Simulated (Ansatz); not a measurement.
Reaction (formal hydrolysis of a C–S bond): `C=C(Cl)S[SiH3]` + H₂O → `C=C(O)Cl` + `[SiH3]S`

Isolated molecules relaxed with PBE0-D4/def2-TZVP in Ansatz; ΔE leaves out vibrations. CCSD(T)/CBS adds triple-zeta CCSD(T) − MP2 to the extrapolated MP2 energy (def2 sets, frozen cores). This one scheme is used for every species. Functionals use def2-TZVPP. One conformer a species, not always the lowest.

```
        level  ΔE (eV)
      ωB97X-V     0.06
HF/def2-TZVPP    -0.10
```

Task: What does CCSD(T)/CBS give? (Best estimate.)

Result: Computed: +0.24 eV. The listed levels differ from it by -0.18, -0.34 eV.

Largest T1 diagnostic among the species: 0.012.

In def2-TZVPP, CCSD(T) changes the Hartree–Fock value by +0.26 eV (the triples alone add +0.05 eV) and MP2 by +0.37 eV. The D4 term adds +0.14 eV with B3LYP and +0.08 eV with PBE0; it sums over pairs of atoms, weighted by their polarisabilities, and B3LYP, whose exchange is more repulsive, gets the larger term.

B3LYP here is the variant with VWN-RPA as its local correlation; programs differ in this.
